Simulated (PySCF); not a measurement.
Planning an excited-state job on `CC1=CC[C@@H](F)[S@@]1=O`.

Method: TDDFT PBE0/def2-SVPD, vertical, gas phase, core orbitals frozen in the response (PySCF 2.14.0, density-fitted response routines). Geometry: GFN2-xTB. Work: 8 singlets by full TDDFT, 3 Tamm–Dancoff triplets, polarisability, density fitting. The input is one job of a driver script: a line of settings, then coordinates in Å.

Command:
```bash
OMP_NUM_THREADS=1 python probes_run.py task.json out
```

Input:
```
{"job": {"kind": "uv", "xc": "PBE0", "basis": "def2-SVPD", "nstates": 8, "ntriplets": 3}, "charge": 0, "multiplicity": 1}
C      2.247207    -0.221512    -0.461727
C      0.803987    -0.106992    -0.141945
C     -0.074091    -1.048741     0.151870
C     -1.489823    -0.630559     0.397281
C     -1.503109     0.883460     0.538158
F     -1.481195     1.245628     1.861476
S      0.072627     1.567566    -0.231465
O     -0.232904     1.780510    -1.647140
H      2.442026     0.253298    -1.422818
H      2.841053     0.294616     0.292340
H      2.558800    -1.262512    -0.508073
H      0.173705    -2.098596     0.205460
H     -2.120655    -0.942449    -0.439018
H     -1.883818    -1.086812     1.308909
H     -2.358224     1.381085     0.074779
```

Hardware: one thread of an Intel Xeon at 2.70 GHz, on a shared host. PySCF's memory limit was set to 1280 MB.

Problem. How large is the basis?

Solution. 229 functions for 70 electrons, with 838 fitting functions; the fitted three-index integrals, 838 × 229 × 230/2 numbers of 8 bytes, come to 170 MiB.

Problem. What wall time should be expected on this hardware?

Solution. About 71 s. The SCF took 15 cycles.

Problem. How much memory does it need at the peak?

Solution. About 0.91 GiB. Peak memory is the resident size of the whole Python process, interpreter and libraries included.

Problem. At this speed, how long would 1000 such jobs take on 16 cores, one job a core?

Solution. 1000/16 gives 63 rounds of 71 s, about 75 min of wall time and 20 core-hours, if the jobs don't slow each other.

Times come from a shared host and carry two figures at best.

The run converged: HOMO -6.94 eV, LUMO -0.74 eV; lowest singlet 4.69 eV; lowest triplet 4.22 eV (Tamm–Dancoff); mean polarisability 81.2 au.
